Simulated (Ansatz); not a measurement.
`NB[SiH2]O` → `BN` + `O[SiH]` at 400 K and 1 bar (silylene formation by 1,1-elimination).

Gas-phase electronic energies from Ansatz, PBE0-D4/def2-TZVP geometries. CBS: MP2 limit from def2 TZ/QZ plus the TZ coupled-cluster correction, frozen cores. This one scheme is used for every species. Each species was taken in one conformer, which may not be the lowest.

```json
{"species": "`NB[SiH2]O`", "CCSD(T)/CBS energy (Eh)": "-447.43338", "H − E (kJ/mol)": "218.7", "S (J/(mol·K))": "361.7"}
{"species": "`BN`", "CCSD(T)/CBS energy (Eh)": "-81.93499", "H − E (kJ/mol)": "142.5", "S (J/(mol·K))": "243.5"}
{"species": "`O[SiH]`", "CCSD(T)/CBS energy (Eh)": "-365.43832", "H − E (kJ/mol)": "70.5", "S (J/(mol·K))": "255.7"}
```

H − E and S are ideal-gas, rigid-rotor, harmonic terms from PBE0-D4/def2-TZVP, for one conformer and one mirror image of each species. 1 Eh = 2625.50 kJ/mol, R = 8.31446 J/(mol·K).

**Question.** By hand: ΔE, ΔH, ΔS and ΔG.

**Answer.** ΔE = (-81.93499) + (-365.43832) − (-447.43338) = 0.06007 Eh = 157.7 kJ/mol. Δ(H − E) = 142.5 + 70.5 − 218.7 = -5.7, so ΔH = 152.0 kJ/mol. ΔS = 243.5 + 255.7 − 361.7 = 137.5 J/(mol·K). ΔG = 152.0 − 400 × (137.5)/1000 = 97.0 kJ/mol.

**Question.** By hand: the equilibrium constant, and the temperature at which ΔG would vanish if ΔH and ΔS stayed fixed.

**Answer.** log₁₀ K = −ΔG/(RT ln 10) = -12.7. ΔG = 0 at ΔH/ΔS = 1105 K.

The number of gas molecules changes by +1, which sets the sign of ΔS. A doubt of 5 kJ/mol in ΔE shifts log₁₀ K by 0.7 here. Other conformers and mirror images would add mixing entropy, several J/(mol·K) or more a flexible species. These are equilibria of isolated gas molecules and say nothing of rates. Largest T1 diagnostic: 0.016 (customary marks: 0.02 for closed shells, 0.045 for open ones).
